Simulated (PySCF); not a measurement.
Pd⁺ (palladium, charge +1): PBE0 calculation

Configuration: [Kr] 4d9, 2D determinant. Computed with PySCF 2.14 in x2c-SVPall (6s5p5d1f, 53 functions), with scalar relativity by spin-free X2C-1e.

| Property | Result |
| --- | --- |
| Total energy | -5044.16 hartree |
| One-electron energy | -6940.98 hartree |
| Hartree (Coulomb) energy | 2041.55 hartree |
| Exchange-correlation energy | -144.73 hartree |
| ⟨S²⟩ | 0.7536 |
| ⟨L²⟩ | 6.025 |
| Sum of ⟨r⟩ | 28.90 bohr |
| Sum of ⟨r²⟩ | 35.75 bohr² |
| Traceless quadrupole moment −½Σ⟨3z² − r²⟩ along its main axis | -0.621 e·bohr² |
| Langevin diamagnetic susceptibility | -28.3 ×10⁻⁶ cm³/mol |
| Time after the integrals | 1.6 s of wall time on 1 thread of Neoverse-V1 (shared host) |

```json
{"shell": "1s α", "electrons": "1", "mean orbital energy (hartree)": "-890.22034", "spread (hartree)": "0", "rms radius, mean of both spins (bohr)": "0.0366"}
{"shell": "1s β", "electrons": "1", "mean orbital energy (hartree)": "-890.22028", "spread (hartree)": "0", "rms radius, mean of both spins (bohr)": "0.0366"}
{"shell": "2s α", "electrons": "1", "mean orbital energy (hartree)": "-131.14822", "spread (hartree)": "0", "rms radius, mean of both spins (bohr)": "0.150"}
{"shell": "2s β", "electrons": "1", "mean orbital energy (hartree)": "-131.14110", "spread (hartree)": "0", "rms radius, mean of both spins (bohr)": "0.150"}
{"shell": "2p α", "electrons": "3", "mean orbital energy (hartree)": "-117.66185", "spread (hartree)": "0.01169", "rms radius, mean of both spins (bohr)": "0.133"}
{"shell": "2p β", "electrons": "3", "mean orbital energy (hartree)": "-117.65581", "spread (hartree)": "0.00504", "rms radius, mean of both spins (bohr)": "0.133"}
{"shell": "3s α", "electrons": "1", "mean orbital energy (hartree)": "-24.34345", "spread (hartree)": "0", "rms radius, mean of both spins (bohr)": "0.405"}
{"shell": "3s β", "electrons": "1", "mean orbital energy (hartree)": "-24.33959", "spread (hartree)": "0", "rms radius, mean of both spins (bohr)": "0.405"}
{"shell": "3p α", "electrons": "3", "mean orbital energy (hartree)": "-19.86558", "spread (hartree)": "0.02414", "rms radius, mean of both spins (bohr)": "0.408"}
{"shell": "3p β", "electrons": "3", "mean orbital energy (hartree)": "-19.86112", "spread (hartree)": "0.01996", "rms radius, mean of both spins (bohr)": "0.408"}
{"shell": "3d α", "electrons": "5", "mean orbital energy (hartree)": "-12.73092", "spread (hartree)": "0.02810", "rms radius, mean of both spins (bohr)": "0.390"}
{"shell": "3d β", "electrons": "5", "mean orbital energy (hartree)": "-12.72297", "spread (hartree)": "0.01915", "rms radius, mean of both spins (bohr)": "0.390"}
{"shell": "4s α", "electrons": "1", "mean orbital energy (hartree)": "-3.76056", "spread (hartree)": "0", "rms radius, mean of both spins (bohr)": "1.01"}
{"shell": "4s β", "electrons": "1", "mean orbital energy (hartree)": "-3.72419", "spread (hartree)": "0", "rms radius, mean of both spins (bohr)": "1.01"}
{"shell": "4p α", "electrons": "3", "mean orbital energy (hartree)": "-2.45985", "spread (hartree)": "0.05397", "rms radius, mean of both spins (bohr)": "1.12"}
{"shell": "4p β", "electrons": "3", "mean orbital energy (hartree)": "-2.41846", "spread (hartree)": "0.00861", "rms radius, mean of both spins (bohr)": "1.12"}
{"shell": "4d α", "electrons": "5", "mean orbital energy (hartree)": "-0.61519", "spread (hartree)": "0.06093", "rms radius, mean of both spins (bohr)": "1.61"}
{"shell": "4d β", "electrons": "4", "mean orbital energy (hartree)": "-0.58704", "spread (hartree)": "0.03594", "rms radius, mean of both spins (bohr)": "1.61"}
```

Densities and radii are taken from the X2C orbitals without a picture-change correction, which distorts them close to the nucleus.
